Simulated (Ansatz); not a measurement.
Reaction (formal exchange of groups at the Si–O bond): `C[O][Ga]([Br])[O][SiH3]` + `[AlH2][NH][SiH3]` → `[AlH2][NH][SiH2][SiH3]` + `C[O][Ga]([OH])[Br]`

Isolated molecules relaxed with PBE0-D4/def2-TZVP in Ansatz; ΔE leaves out vibrations. CCSD(T)/CBS adds triple-zeta CCSD(T) − MP2 to the extrapolated MP2 energy (def2 sets, frozen cores). DFT in def2-TZVPP. For Br, Ga outer-core shells are correlated without core-valence functions, which leaves a few kJ/mol of doubt a bond. Scalar relativity is left out up to krypton. One conformer a species, not always the lowest.

| level | ΔE (kJ/mol) |
| --- | --- |
| ωB97M-V | 102.5 |
| PBE0 | 82.0 |
| HF/def2-TZVPP | 131.1 |
| CCSD/def2-TZVPP | 106.5 |

What does CCSD(T)/CBS give? (Estimate.)

The calculation gave: +101.0 kJ/mol. The listed levels differ from it by 1.5, -19.0, 30.1, 5.5 kJ/mol.

Largest T1 diagnostic among the species: 0.013.

In def2-TZVPP, CCSD(T) changes the Hartree–Fock value by −28.5 kJ/mol (the triples alone add −3.8 kJ/mol) and MP2 by −21.4 kJ/mol. From PBE to PBE0 (25 % exact exchange), in def2-TZVPP and without D4, ΔE moves by +10.5 kJ/mol.
